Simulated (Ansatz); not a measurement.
Ansatz (a program for electronic structure) input:
A basis named .json is the Basis Set Exchange file of that set.

Ansatz 0.2 input:
```yaml
crystal:
  periodic: [false, false, false]
  atoms:
    - {symbol: In, position_ang: [-0.00000000, 0.00000000, 0.00000000]}
    - {symbol: Cl, position_ang: [2.24396172, -0.29680589, -0.48321170]}
    - {symbol: Cl, position_ang: [-0.92399026, -1.00456294, 1.86923695]}
    - {symbol: Cl, position_ang: [-1.31997146, 1.30136883, -1.38602526]}
basis:
  gaussian:
    orbitals: def2-QZVPPD.json
magnetization: {spin_polarized: false}
correlation: {method: ccsd_t, electrons: outside_noble_gas}
```

Task: Predict the final energy.

Result: -1568.72341 Eh (CCSD(T)/def2-QZVPPD). The basis has 325 functions.
